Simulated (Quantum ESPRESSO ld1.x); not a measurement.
All-electron atom: Er II in [Xe] 4f12 6s1.

Calculated with ld1.x of Quantum ESPRESSO 7.5: scalar-relativistic Kohn-Sham, revPBE, spin-unpolarised, spherical densities, point nucleus.

Energy parts (eV):
part                     energy
total                 -356100.6
kinetic                386130.7
electron-nucleus      -873561.1
Hartree                138889.4
exchange-correlation    -7559.6

Orbitals (lengths in bohr, moments of r in powers of bohr; r(90%) holds 90 % of the orbital's charge):
| orbital | occ. | eigenvalue (eV) | r(90%) | <r^2> |
|---|---|---|---|---|
| 1s | 2 | -57385.2 | 0.0369 | 0.0005677 |
| 2s | 2 | -9645.90 | 0.134 | 0.008832 |
| 2p | 6 | -8530.86 | 0.125 | 0.007187 |
| 3s | 2 | -2166.35 | 0.330 | 0.05801 |
| 3p | 6 | -1827.24 | 0.336 | 0.05841 |
| 3d | 10 | -1403.31 | 0.317 | 0.04873 |
| 4s | 2 | -432.585 | 0.730 | 0.2915 |
| 4p | 6 | -321.105 | 0.784 | 0.3307 |
| 4d | 10 | -171.881 | 0.878 | 0.3958 |
| 4f | 12 | -9.6577 | 1.45 | 0.9463 |
| 5s | 2 | -58.4779 | 1.81 | 1.770 |
| 5p | 6 | -32.9869 | 2.20 | 2.539 |
| 6s | 1 | -8.9265 | 5.34 | 15.06 |

The highest occupied level is 6s at -8.927 eV. For comparison, the ionisation energy in NIST's Atomic Spectra Database is 11.92 eV (semi-empirical). In exact Kohn-Sham theory the highest level is minus the ionisation energy, but local and semilocal functionals leave it too shallow, through self-interaction and a potential that decays too fast; potentials with the right tail come closer. The density falls to 0.001 e/bohr^3 at r = 4.38 bohr. Summed over all electrons, <r^2> = 52.72 bohr^2, which gives a Langevin (diamagnetic) susceptibility term of -41.8 x 10^-6 cm^3/mol.

Beside tabulated values, note that spin-unpolarised runs miss the spin-polarisation part of the exchange energy of open shells.
